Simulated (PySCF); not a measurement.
## Stationary points of Cu3N

Method: PBE0/[N def2-SVP, Cu def2-SVP], no relativity, density fitting, PySCF.

Relaxations began from a few typed shapes. The search is not exhaustive: other isomers or separated fragments can lie lower, and high-lying points may rest on an excited occupation.

Question: Which is the lowest minimum found?
A. singlet C3v: Cu–Cu 2.528 Å (×3), N–Cu 1.818 Å (×3); Cu–Cu–Cu 60.0° (×3), Cu–Cu–N 46.0° (×6), Cu–N–Cu 88.1° (×3)
B. singlet D3h: N–Cu 1.758 Å (×3); Cu–N–Cu 120.0° (×3)

Answer: A. The others lie at 98.0 (singlet D3h, a saddle point) kJ/mol above it.
